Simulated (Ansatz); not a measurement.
Task: Name a neutral molecule of C, O, Si and H with size of the dipole moment (B3LYP/def2-TZVPP) between 1.25 and 1.55 D and LUMO energy (ωB97M-V/def2-TZVPP) between 1.30 and 1.60 eV (Ansatz, PBE0-D4/def2-TZVP geometry).

Result: `C[SiH2][SiH](O)O` (1.53 D, 1.37 eV); `C[SiH](O)[SiH](O)O` (1.53 D, 1.48 eV); `C=C[Si@@H](O)O[Si@@H](C)O` (1.43 D, 1.40 eV). Other molecules can fit too; these were computed, each in one conformer that needn't be the lowest.

B3LYP here is the variant with VWN-RPA as its local correlation; programs differ in this.
